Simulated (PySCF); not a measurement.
# How methods differ on the ionisation energy of Bi+

Bi+ [Xe] 4f14 5d10 6s2 6p2 [6p1/2^2, M_J = 0] → Bi(2+) [Xe] 4f14 5d10 6s2 6p1 [6p1/2^1, M_J = 1/2], as a difference of total energies. All numbers are calculated (PySCF 2.14, the two-component X2C-1e Hamiltonian, in x2c-TZVPPall-2c with one added diffuse shell each of s, p, d, f type (12s12p10d4f, 126 functions)). Correlated levels: [Xe] 4f14 frozen; the 42 highest virtual spinors dropped. "Screened" scales the spin-orbit matrix elements by Boettger's factors to mimic the two-electron term; Breit and QED terms are absent.

```json
{"method": "GHF (screened spin-orbit)", "ionisation energy (eV)": "15.617"}
{"method": "GMP2 (screened spin-orbit)", "ionisation energy (eV)": "16.348"}
{"method": "GCCSD (screened spin-orbit)", "ionisation energy (eV)": "16.395"}
{"method": "GCCSD(T) (screened spin-orbit)", "ionisation energy (eV)": "16.461"}
```

Errors of the correlated levels include the incompleteness of this basis and the frozen core.

The labels give the starting determinants; with spin-orbit coupling the two ends relaxed to ⟨J²⟩ = 0.00, ⟨L²⟩ = 1.52, ⟨S²⟩ = 1.52 and ⟨J²⟩ = 0.76, ⟨L²⟩ = 2.22, ⟨S²⟩ = 0.95.

Problem. Which method comes closest to the reference value, and which is furthest?

Solution. The reference is 16.703 eV (measured; NIST Atomic Spectra Database, ionization energies). Closest: GCCSD(T) (screened spin-orbit) (error -0.242 eV); furthest: GHF (screened spin-orbit) (error -1.086 eV).
